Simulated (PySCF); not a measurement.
**Low-lying terms of Se⁴⁺ (selenium, charge +4)**

Ground state [Ar] 3d10 4s2, ¹S. Computed with PySCF 2.14 in def2-TZVPPD with one added diffuse shell each of s, p, d type (8s7p6d1f, 66 functions), with the non-relativistic Hamiltonian (point nucleus). Vertical excitation energies in eV without spin-orbit coupling; excited terms of each kind are numbered among those the solver found. Frozen: [Ar].

| term | leading excitation | EOM-EE-CCSD |
| --- | --- | --- |
| 1 3P° | 4s → p | 10.539 |
| 1 1P° | 4s → p | 15.764 |
| 1 3D | 4s → d | 30.727 |
| 1 1D | 4s → d | 33.780 |
| 1 3S | 4s → s | 34.684 |
| 1 1S | 4s → s | 35.572 |
| 2 3P° | 4s → p | 39.353 |
| 2 1P° | 4s → p | 39.627 |
| 2 3D | 4s → d | 46.395 |
| 2 1D | 4s → d | 46.678 |
| 1 3F° | 4s → f | 54.192 |
| 1 1F° | 4s → f | 56.114 |

Only the lower part of the computed list is shown. Doubly excited terms such as np² are absent. The solver can miss terms.
